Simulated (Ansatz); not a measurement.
Two isomers of C3H10OSi: A = `C[Si](C)(C)O`, B = `C[SiH](C)CO`.

Program: Ansatz. Geometries: PBE0-D4/def2-TZVP. ΔE: electronic, gas phase. CCSD(T)/CBS is the MP2 limit (def2-TZVPP, def2-QZVPP) plus CCSD(T) − MP2 in def2-TZVPP, frozen cores. Functionals use def2-TZVPP. B3LYP here is the variant with VWN-RPA as its local correlation; programs differ in this. One conformer a species, not always the lowest.

Which is lower in electronic energy at CCSD(T)/CBS, and by how much? (An estimate is asked.)

The calculation gave: A, by 221.9 kJ/mol.

Give E(B) − E(A) in kJ/mol with B3LYP, B3LYP-D4, r2SCAN-D4, HF/def2-TZVPP, ωB97M-V, CCSD(T)/def2-TZVPP, MP2/def2-TZVPP. (Best estimate.)

Ansatz gave: B3LYP 213.9, B3LYP-D4 215.6, r2SCAN-D4 221.0, HF/def2-TZVPP 223.0, ωB97M-V 219.5, CCSD(T)/def2-TZVPP 219.2, MP2/def2-TZVPP 228.7. None reverses the order clearly.

Largest T1 diagnostic: 0.010.

From PBE to PBE0 (25 % exact exchange), in def2-TZVPP and without D4, E(B) − E(A) moves by +7.3 kJ/mol.
